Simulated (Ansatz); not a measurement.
# Counterpoise correction, worked out

The pair of HBr (SMILES Br, atoms 1–2) and CH2O (SMILES C=O, atoms 3–6), both closed shells, in one local arrangement (a lower one may exist), relaxed at PBE0-D4/def2-TZVP:

```json
{"atom": "Br1", "x (Å)": "-0.1722", "y (Å)": "-0.5988", "z (Å)": "-2.5768"}
{"atom": "H2", "x (Å)": "-0.5215", "y (Å)": "0.1291", "z (Å)": "-1.3740"}
{"atom": "C3", "x (Å)": "0.1820", "y (Å)": "0.1103", "z (Å)": "0.9939"}
{"atom": "O4", "x (Å)": "-0.6088", "y (Å)": "0.7402", "z (Å)": "0.3454"}
{"atom": "H5", "x (Å)": "0.8070", "y (Å)": "-0.6791", "z (Å)": "0.5379"}
{"atom": "H6", "x (Å)": "0.3135", "y (Å)": "0.2982", "z (Å)": "2.0736"}
```

Program: Ansatz 0.2.0. Basis: def2-TZVPPD. Cores are frozen in the correlated methods. Filled d shells of the heavier atoms are correlated. The def2 sets are not built for correlating such inner shells, so the correlated values are less sure here.

CCSD(T) total energies in eV:

| system | geometry | basis functions | energy |
| --- | --- | --- | --- |
| pair | pair | all | -73134.91375 |
| HBr | as in the pair | all (partner as ghosts) | -70023.37055 |
| CH2O | as in the pair | all (partner as ghosts) | -3111.36698 |
| HBr | as in the pair | its own | -70023.34058 |
| CH2O | as in the pair | its own | -3111.35354 |
| HBr | free (PBE0-D4 minimum) | its own | -70023.35390 |
| CH2O | free (PBE0-D4 minimum) | its own | -3111.34810 |

(1) Work out the interaction energy with and without the counterpoise correction, the superposition error, and the binding energy from the relaxed fragments.

The T1 diagnostic stays at or below 0.017.

## Answers

(1) Without correction: -73134.91375 − (-70023.34058) − (-3111.35354) = -0.21963 eV.
With correction (each fragment in the whole basis): -73134.91375 − (-70023.37055) − (-3111.36698) = -0.17622 eV = -4.06 kcal/mol.
The superposition error is the difference, 0.04341 eV, 20 % of the uncorrected value: each fragment borrows its partner's functions.
Deformation from the free shapes: 0.01332 eV for HBr and -0.00544 eV for CH2O (a small negative value is possible, since the free shapes are minima of another method).
Binding energy from relaxed fragments: -0.17622 + 0.01332 + (-0.00544) = -0.16834 eV = -3.88 kcal/mol (electronic, without zero-point energy; negative means bound). For comparison, the corrected interaction energy by CCSD(T) at an estimated basis limit (MP2 extrapolated from triple and quadruple zeta, plus CCSD(T) − MP2 in triple zeta) is -0.222 eV; triple zeta with the correction binds less.

For scale, one of the runs: CCSD(T)/def2-TZVPPD, 185 basis functions, launched by `ansatz run in.yaml --threads 4 --pin off --events-out ev --progress --plain --max-ram 9574MiB`. Hardware: 4 CPU threads of an Intel Xeon Platinum 8375C, shared host. Wall time 30 s; peak host memory 2 GiB.
